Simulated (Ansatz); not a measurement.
# A rate constant, worked out

An elementary step of GeH$_{4}$SO, closed shell (GeH₄SO ([OH][GeH2][SH]) → GeH₂S ([S][GeH2]) + H₂O (still joined by a long Ge–O bond); Ge–O, S–H broken or loosened, O–H formed or tightened). The start structure is the reactant molecule, and the electronic barrier above it is 1.360 eV by CCSD(T) at an estimated basis limit (MP2 extrapolated from triple and quadruple zeta, plus CCSD(T) − MP2 in triple zeta). Program: Ansatz 0.2.0. Basis: def2-TZVPP and def2-QZVPP. Cores are frozen in the correlated methods. Filled d shells of the heavier atoms are correlated. The def2 sets are not built for correlating such inner shells, so the correlated values are less sure here. Extrapolation: Hartree–Fock as exp(−7.88 √X), correlation as X^−2.97. Harmonic wavenumbers at PBE0-D4/def2-TZVP (Ansatz 0.2.0), in cm⁻¹:

Start: 161, 205, 273, 409, 474, 648, 706, 751, 807, 857, 947, 2158, 2193, 2713, 3889.

Saddle: 1205i, 363, 418, 505, 510, 531, 595, 744, 815, 891, 1163, 1626, 2132, 2160, 3821.

Q: Work out the transition-state-theory rate constant at 500 K from these numbers alone (harmonic vibrations; rotation, path degeneracy and anharmonicity left out), and the Wigner tunnelling factor. Use 1 cm⁻¹ = 1.2398 × 10⁻⁴ eV and k_B = 8.617 × 10⁻⁵ eV/K.

A: Zero-point energies, half the sums: start 17191/2 cm⁻¹ = 1.0657 eV; saddle, real modes only, 16274/2 cm⁻¹ = 1.0089 eV.
Barrier with zero-point energy: 1.360 + 1.0089 − 1.0657 = 1.3032 eV.
k_BT = 0.04309 eV, so the barrier is 30.25 k_BT.
Vibrational partition functions from the zero-point level, ln q = −Σ ln(1 − exp(−hν/k_BT)): start 3.768, saddle 2.118.
k = (k_BT/h) exp(ln q‡ − ln q) exp(−E0/k_BT), with log₁₀(k_BT/h in s⁻¹) = 13.02: log₁₀ k = 13.02 + (-1.650 − 30.25)/2.3026 = -0.83, so k ≈ 1 × 10^(-1) s⁻¹.
Wigner factor: 1 + (hν‡/k_BT)²/24 = 1 + (3.47)²/24 = 1.50. A change of 1 kcal/mol (0.043 eV) in the barrier would change k by a factor of 2.7 at this temperature.

The T1 diagnostic stays at or below 0.014.

Labels in which every atom is bracketed show which atoms are joined, not bond orders.

For scale, one of the runs: CCSD(T)/def2-TZVPP, 177 basis functions, launched by `ansatz run in.yaml --threads 2 --pin off --events-out ev --progress --plain --max-ram 4352MiB`. The run took 38 s on 2 CPU threads of an Intel Xeon Platinum 8488C (shared host), with 1.6 GiB of host memory at its peak.
